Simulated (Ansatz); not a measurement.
CH$_{5}$F$_{2}$GeN, SMILES `[CH3][Ge]([NH2])([F])[F]`, relaxed with RKS PBE0-D4/def2-TZVP in Ansatz 0.2.0 from a PBE-D4/def2-SVP geometry. The force threshold is 0.005 eV/Å; the program also tests the step.

The species carries charge 0 and has multiplicity 1.

Start:

```xyz
10

C     0.137    0.691   -1.357
Ge   -0.177    0.246    0.500
N     0.415   -1.401    1.015
F     0.628    1.373    1.569
F    -1.881    0.501    0.872
H    -0.387   -0.030   -2.013
H     1.223    0.655   -1.567
H    -0.248    1.708   -1.559
H     0.321   -1.564    2.024
H    -0.030   -2.179    0.516
```

Question: By how much does the energy fall, and how many steps does the optimiser take? (Estimate.)

Answer: Computed: 1.11 kcal/mol, in 5 steps.

Question: Which bonds change most? (Estimate.)

Answer: The calculation gave: Ge2–F5 from 1.762 to 1.738 Å; Ge2–F4 from 1.750 to 1.727 Å; Ge2–N3 from 1.824 to 1.805 Å; C1–Ge2 from 1.935 to 1.918 Å.

Question: Give the relaxed structure. (Best estimate.)

Answer: Computed: 
```xyz
10

C     0.137    0.693   -1.350
Ge   -0.177    0.238    0.487
N     0.385   -1.395    1.013
F     0.612    1.342    1.555
F    -1.860    0.499    0.836
H    -0.383   -0.009   -2.003
H     1.205    0.658   -1.559
H    -0.240    1.698   -1.538
H     0.368   -1.542    2.012
H    -0.046   -2.180    0.547
```
